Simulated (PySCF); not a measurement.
Ligand exchange on a metal centre used in film growth or etching (Cd Cl-Br). Isolated molecules, 0 K electronic values unless said otherwise.

These are PySCF 2.14.0 with B3LYP-D3(BJ)/def2-TZVP // PBE-D3(BJ)/def2-SVP values and carry that method's errors. All candidates: neutral, multiplicity 1. B3LYP has the VWN-RPA correlation part, as in Gaussian. 

The HOMO–LUMO gap comes out as 5.60 eV and the HOMO comes out as -8.28 eV. The dipole moment is 0.38 D.

Name which member has these values.
A. [Cd(Cl)(Br)]
B. [Cd(Cl)2]
C. [Cd(Br)2]

A, [Cd(Cl)(Br)]. The others give [Cd(Cl)2]: 5.95 eV, -8.62 eV, 0.00 D; [Cd(Br)2]: 5.41 eV, -8.13 eV, 0.00 D
